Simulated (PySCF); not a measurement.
Constitutional and geometric isomers with formula C3H3F. Gas-phase values, no solvent. Strings in code marks are SMILES.

These are PySCF 2.14.0 with ωB97X-D3(BJ)/def2-TZVP // PBE0-D3(BJ)/def2-TZVP values and carry that method's errors. All candidates: neutral, multiplicity 1. Delta-SCF ions had no search for a lower state. Excitations are Tamm–Dancoff values on a coarser integration grid. The basis has no diffuse functions, so Rydberg states are missing or too high.

```
Quantity                                  Result
--------------------------------------  --------
dipole moment                             1.74 D
S1 excitation (TDA)                      6.22 eV
vertical ionisation energy (Delta-SCF)  10.86 eV
```

**Question.** Name which member has these values.
(A) `FC1=CC1`
(B) `CC#CF`
(C) `C=C=CF`
(D) `C#CCF`

**Answer.** D, `C#CCF`. The others give `CC#CF`: 1.33 D, 7.35 eV, 10.31 eV; `FC1=CC1`: 1.14 D, 7.29 eV, 9.90 eV; `C=C=CF`: 1.73 D, 5.11 eV, 9.94 eV
